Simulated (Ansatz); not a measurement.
Geometry optimisation, Ansatz 0.2.0, RKS BLYP-D4/def2-SVP.

Input file:

```yaml
crystal:
  periodic: [false, false, false]
  atoms:
    - { symbol: B, position_ang: [0.056362, 0.580596, -0.467314] }
    - { symbol: O, position_ang: [-0.136638, 0.197389, 2.119258] }
    - { symbol: H, position_ang: [-0.826194, -0.175012, 1.528949] }
    - { symbol: "N", position_ang: [1.269401, -0.01871, -0.879301] }
    - { symbol: H, position_ang: [1.333003, -0.978962, -1.220082] }
    - { symbol: H, position_ang: [2.173894, 0.368613, -0.615246] }
    - { symbol: "N", position_ang: [-1.223814, -0.056189, -0.607161] }
    - { symbol: H, position_ang: [-1.357771, -0.935458, -1.110217] }
    - { symbol: H, position_ang: [-2.081545, 0.490026, -0.544984] }
    - { symbol: H, position_ang: [0.089763, 1.694055, -0.016062] }
    - { symbol: H, position_ang: [-0.084761, 1.114453, 1.747761] }
basis:
  gaussian: { orbitals: def2-SVP }
hamiltonian:
  xc: blyp
  dispersion: d4
relax:
  f_tol: 0.03
  max_steps: 50
```

Command:

```bash
$ ansatz run input.yaml --threads 2 --pin off --max-ram 3072MiB --backend cpu --events-out ev --progress --plain --runs-dir out
```

**Question.** Where does it end, and by what steps?

**Answer.** The forces met the threshold. The force dipped under the threshold on the way, but the program's further checks kept it going. After 10 steps the energy has fallen by 0.150 eV; H11 moved furthest, 0.74 Å.

```csv
step,energy less start (eV),largest force component (eV/Å),accepted
0,0.0000,0.557,yes
1,-0.0701,1.038,yes
2,-0.0489,1.432,no
3,-0.0988,0.625,yes
4,-0.1168,0.489,yes
5,-0.1343,0.394,yes
6,-0.1092,0.469,no
7,-0.1448,0.139,yes
8,-0.1480,0.090,yes
9,-0.1497,0.020,yes
10,-0.1500,0.029,yes
```

```xyz
11
Properties=species:S:1:pos:R:3
B 0.111 0.654 -0.682
O -0.309 -0.009 2.290
H -0.765 -0.097 1.421
N 1.302 -0.040 -0.988
H 1.364 -1.054 -1.100
H 2.213 0.413 -0.936
N -1.169 0.008 -0.573
H -1.326 -0.964 -0.852
H -2.028 0.558 -0.585
H 0.156 1.853 -0.488
H -0.339 0.959 2.428
```

Run time: 19 s on 2 threads of Intel(R) Xeon(R) Platinum 8259CL CPU @ 2.50GHz (Skylake/Cascade Lake) (shared host), peak memory 0.16 GiB.
